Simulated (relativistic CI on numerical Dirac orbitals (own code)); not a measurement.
**V¹⁷⁺: sensitivity of the levels to the model**

Base calculation: Dirac-Coulomb-Breit CI, KLI orbitals optimised for each configuration, a model potential for QED, unscaled Slater integrals.

Configurations in the expansion (outside the closed core 1s2): 2s2 2p2, 2s 2p3, 2p4, 2p3 3s, 2p3 3p, 2p3 3d, 2s2 2p 3s, 2s2 2p 3p, 2s2 2p 3d, 2s 2p2 3s, 2s 2p2 3p, 2s 2p2 3d, 2s2 2p 4s, 2s2 2p 4p, 2s2 2p 4d, 2s2 2p 4f. Levels of other configurations are missing.

The lowest level and the first level of each name with at least 55 % of one term (blank where a level has no safe partner in the second run):

| Level | Base (eV) | Shift (eV) |
| --- | --- | --- |
| 2s2 2p2 3P_0 | 0.000 | 0.000 |
| 2s2 2p2 3P_1 | 4.675 | +0.135 |
| 2s2 2p2 3P_2 | 8.470 | -0.010 |
| 2s2 2p2 1D_2 | 20.242 | -0.827 |
| 2s2 2p2 1S_0 | 33.424 | -1.729 |
| 2s 2p3 5S°_2 | 44.519 | +3.370 |
| 2s 2p3 3D°_2 | 77.645 | -0.031 |
| 2s 2p3 3D°_1 | 77.821 | -0.059 |
| 2s 2p3 3D°_3 | 79.002 | +0.097 |
| 2s 2p3 3P°_0 | 91.162 | -1.104 |
| 2s 2p3 3P°_1 | 91.606 | -1.054 |
| 2s 2p3 3P°_2 | 92.584 | -0.977 |
| 2s 2p3 3S°_1 | 112.603 | -3.402 |
| 2s 2p3 1D°_2 | 114.064 | -3.203 |
| 2s 2p3 1P°_1 | 127.332 | -4.303 |
| 2p4 3P_2 | 169.886 | -0.626 |
| 2p4 3P_1 | 176.281 | -0.527 |
| 2p4 3P_0 | 177.030 | -0.774 |
| 2p4 1D_2 | 185.522 | -1.540 |
| 2p4 1S_0 | 209.360 | -4.077 |
| 2s2 2p 3s 3P°_0 | 709.699 | +0.151 |
| 2s2 2p 3s 3P°_1 | 710.604 | +0.075 |

At this charge energies of transitions that change n are usually good to better than 1 %, and those within a shell (Δn = 0) to a few per cent.

(1) One thing was changed in a second run, which moved the levels as shown. Which?
A. Breit term removed
B. valence Slater integrals scaled by 0.9
C. QED terms removed
D. configuration mixing switched off

Results:

(1) B. Valence Slater integrals scaled by 0.9. Scaling acts on the splittings between terms and on the mixing, and leaves the fine structure of pure LS terms nearly alone; in jj coupling it moves the levels of one term differently.

LS names give the leading component of a level, which can be under half, so a name can repeat, a term be missing and a line seem to break the LS rules.
